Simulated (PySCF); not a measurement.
The group X on BH2-X is varied. All species are isolated molecules in the gas phase. One relaxed conformer stands for each flexible species; it need not be the lowest. Strings in code marks are SMILES.

All values below come from M06-2X/def2-TZVP (PySCF). All candidates: neutral, multiplicity 1. Excitations are Tamm–Dancoff values on a coarser integration grid. The basis has no diffuse functions, so Rydberg states are missing or too high.

```json
{
  "HOMO–LUMO gap": "9.22 eV",
  "LUMO": "-0.38 eV",
  "S1 excitation (TDA)": "5.42 eV"
}
```

Question: Identify which member has these values.
(A) `[BH2][AlH2]`
(B) `BB`
(C) `BC(C)C`
(D) `BCF`

Answer: C, `BC(C)C`. The others give `BB`: 9.12 eV, -0.71 eV, 4.93 eV; `BCF`: 9.79 eV, -0.78 eV, 5.73 eV; `[BH2][AlH2]`: 7.19 eV, -1.36 eV, 3.42 eV
